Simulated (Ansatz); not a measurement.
`C=CN([SiH3])CC`. The species carries charge 0 and has multiplicity 1. Geometry: relaxed with PBE0-D4/def2-TZVP. It is one conformer, not always the lowest.

```xyz
17

C     1.928    0.753   -0.966
C     1.256    0.786    0.188
N     0.186    0.001    0.568
Si   -0.608    0.170    2.096
C    -0.324   -0.986   -0.369
C    -1.223   -0.393   -1.442
H     1.680    0.089   -1.783
H     2.769    1.418   -1.104
H     1.563    1.494    0.954
H    -2.035    0.568    1.932
H     0.118    1.210    2.865
H    -0.597   -1.127    2.826
H     0.526   -1.509   -0.823
H    -0.878   -1.742    0.198
H    -0.703    0.383   -2.005
H    -2.114    0.054   -0.995
H    -1.546   -1.168   -2.142
```

**Question.** What is the dipole moment at B3LYP/def2-TZVPP? (An estimate is asked.)

**Answer.** The calculation gave: 0.96 D, with components (-0.79, -0.54, 0.09) D in this frame, pointing from negative to positive charge.

**Question.** And with PBE, r2SCAN, ωB97M-V? (Best estimate.)

**Answer.** Ansatz gave: PBE 0.99 D, r2SCAN 1.01 D, ωB97M-V 0.91 D.

**Question.** Give the Mulliken charges with B3LYP, PBE, ωB97M-V in def2-TZVPP. (An estimate is asked.)

**Answer.** Ansatz gave: 
| atom | B3LYP | PBE | ωB97M-V |
| --- | --- | --- | --- |
| C1 | -0.31 | -0.29 | -0.31 |
| C2 | 0.01 | -0.01 | 0.04 |
| N3 | -0.17 | -0.08 | -0.20 |
| Si4 | 0.31 | 0.22 | 0.20 |
| C5 | -0.04 | -0.05 | -0.18 |
| C6 | -0.24 | -0.25 | -0.26 |
| H7 | 0.08 | 0.07 | 0.08 |
| H8 | 0.09 | 0.08 | 0.09 |
| H9 | 0.09 | 0.08 | 0.09 |
| H10 | -0.07 | -0.06 | -0.03 |
| H11 | -0.07 | -0.05 | -0.02 |
| H12 | -0.07 | -0.06 | -0.03 |
| H13 | 0.07 | 0.07 | 0.12 |
| H14 | 0.08 | 0.07 | 0.10 |
| H15 | 0.09 | 0.09 | 0.11 |
| H16 | 0.08 | 0.08 | 0.10 |
| H17 | 0.08 | 0.08 | 0.10 |

B3LYP here is the variant with VWN-RPA as its local correlation; programs differ in this.
